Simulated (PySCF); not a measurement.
C5H4O3.
Numbering: `[CH3:1][O:2][c:3]1[cH:4][c:5](=[O:6])[c:7]1=[O:8]`

Geometry (GFN2-xTB, Å), atoms numbered from 1 in this order:
```
atom  x, y, z in Å
C1     2.0770   -0.0097    0.1800
O2     1.0173   -0.8426   -0.2720
C3    -0.1959   -0.3647   -0.1769
C4    -0.7780    0.7942    0.2650
C5    -2.1412    0.3455   -0.0468
O6    -3.2459    0.7947    0.0451
C7    -1.5205   -0.9779   -0.5540
O8    -1.8751   -2.0139   -1.0235
H9     2.9941   -0.5720    0.0220
H10    1.9600    0.2206    1.2413
H11    2.1060    0.9199   -0.3927
H12   -0.3966    1.7051    0.6864
```

NICS = −σ at a ghost point: NICS(0) at the centroid of the ring atoms, NICS(1) 1 Å to either side along the normal of their mean plane, zz for the tensor component along that normal. Level: GIAO PBE0/pcSseg-1 (PySCF, non-relativistic, gas phase) on the GFN2-xTB geometry, one conformer.

Ring bond lengths (Å), with Mayer bond orders in brackets: C3–C4 1.370 (1.48), C4–C5 1.469 (1.02), C5–C7 1.547 (0.87), C7–C3 1.508 (0.90).

What do the NICS probes read (ppm)?

```tsv
ring	type	NICS(0)	NICS(1), two faces	NICS(1)zz, two faces	rms pucker (Å)	centre to ring atoms, mean (Å)
C3–C4–C5–C7	4-membered carbocycle; bonds drawn aromatic by RDKit's count	6.8	-4.0 / -4.0	-3.3 / -3.3	0.00	1.04
```

What can be read from them?

- C3–C4–C5–C7: mean NICS(1)zz -3.3 ppm, shielded. NICS(0) lies 11 ppm above the mean NICS(1).

And the bond-length index? Use HOMA with the parameters of Krygowski (1993).

- C3–C4–C5–C7: HOMA -1.99 = 1 − EN − GEO, with mean bond length 1.473 Å, EN = α(Ropt − mean)² = 1.880 and GEO = α × variance = 1.115.

At the second NICS(1) probe listed for ring C3–C4–C5–C7, 1 Å off the ring, how large is the induced field along the normal in 14.1 T applied along it?

NICSzz × B0 = -3.3 ppm × 14.1 T = -47 μT, against the applied field.

Time: 39 s wall; peak memory 0.82 GiB. Hardware: an Intel Xeon Platinum 8259CL at 2.50 GHz with one thread (shared host). This is the whole shielding run at PBE0/pcSseg-1, SCF included.
